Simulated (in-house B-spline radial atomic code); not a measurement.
Values are calculated unless marked as measured or tabulated.
**Stopping and range of 10 keV Co in Ge**

The pair potential comes from two frozen, spherical free-atom densities (PBE, B-spline radial code, scalar-relativistic past argon): electrostatics plus the change in Thomas-Fermi kinetic and Dirac exchange energy where they overlap, the recipe behind the universal ZBL potential, which averages such potentials (from solid-state densities) over many pairs. It is written V = (Z1 Z2 e²/r) φ(r/a), with e² = 14.3996 eV·Å and a = 0.46850 Å/(Z1^0.23 + Z2^0.23); ZBL's fit is φ = 0.18175 e^(−3.1998x) + 0.50986 e^(−0.94229x) + 0.28022 e^(−0.4029x) + 0.02817 e^(−0.20162x). Where φ falls below 4e-4 it is continued as an exponential.

The target is taken as amorphous, with density 5.3234 g/cm³ (NSM archive of the Ioffe Institute); channelling is ignored. Masses: Co 58.93, Ge 72.63 u. Nuclear stopping is S_n = 4π a Z1 Z2 e² M1/(M1 + M2) × s_n(ε), with s_n integrated over impact parameters for each pair. Electronic stopping is Lindhard and Scharff's S_e = Z1^(1/6) 8π e² a0 Z1 Z2/(Z1^(2/3) + Z2^(2/3))^(3/2) × v/v0, with a0 = 0.529177 Å and v = v0 at 24.801 keV/u; it misses the oscillations with Z1 seen in experiment, which reach tens of per cent. Compounds add by atom fraction.

```json
{"target atom": "Ge", "a (Å)": "0.10762", "ε at this energy": "0.04776", "s_n, this pair": "0.2831", "s_n, ZBL potential": "0.2716"}
```

Question: What are the atom density and the stopping powers at entry?

Answer: N = 5.3234 × 0.602214/72.63 = 0.04414 atoms/Å³. For Ge: S_n = 7537 × 0.2831 = 2134 eV·Å², S_e = 2.8446 × √10000 = 284.5 eV·Å². Averaged over the target's atoms and times N × 10 Å/nm, the ion loses N S_n = 942 eV/nm to recoils and N S_e = 126 eV/nm to electrons; the nuclear share is 88 %.

Along the track:

```
E (keV)  N S_n (eV/nm)  N S_e (eV/nm)
    0.5            287           28.1
    1.5            484           48.6
      3            641           68.8
      5            766           88.8
    7.5            869            109
     10            942            126
```

Question: Estimate the path length and the projected range.

Answer: With continuous slowing down the path is the integral of dE/(N (S_n + S_e)). Trapezoids over the table give 12.8 nm, and the stretch below the first row, with stopping taken as √E, adds 2E/(N S) = 3.2 nm: 15.9 nm in all, against 15.5 nm on a fine grid from 5 eV. Deflections shorten the depth: to first order in the energy passed on, N (S_n + S_e) dR_p/dE = 1 − N S_n (M2/M1) R_p/(2E), summed over the target's atoms, and integrating this on the fine grid gives R_p = 7.85 nm, 0.51 of the path. Lindhard's rule of thumb R/(1 + M2/3M1), with mean M2/M1 = 1.23, gives 11 nm. On the ZBL potential the same equation gives 8.07 nm, and the full integral equation, which keeps hard collisions, 8.42 nm.
